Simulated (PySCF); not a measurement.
Cl₂Mg, charge +1, doublet, geometry from GFN2-xTB (such geometries of metal compounds can be far from the true shape) (a state made from the parent by changing its charge; the spin is typed, not shown lowest).

Input for PySCF:
```python
from pyscf import gto, scf, dft

mol = gto.M(
    atom='''
Mg    0.00000000    0.00000000    0.00000000
Cl   -0.00000000   -0.00000000   -2.17107165
Cl    0.00000000    0.00000000    2.17107165
''',
    basis='3-21g',
    charge=1,
    spin=1,
    verbose=4,
)

mf = dft.UKS(mol)
mf.xc = 'b3lyp'
mf.kernel()
mf.analyze()
```

Q: What does this run give for the nuclear repulsion energy, total energy, HOMO energy, number of basis functions, <S^2>?

A: 
```json
{
  "nuclear_repulsion_energy": "134.6664 Eh",
  "total_energy": "-1114.6803 Eh",
  "HOMO energy": "-14.54 eV",
  "number_of_basis_functions": "39",
  "<S^2>": "0.755"
}
```

These values belong to the state on which the SCF converged, which isn't shown to be the lowest.
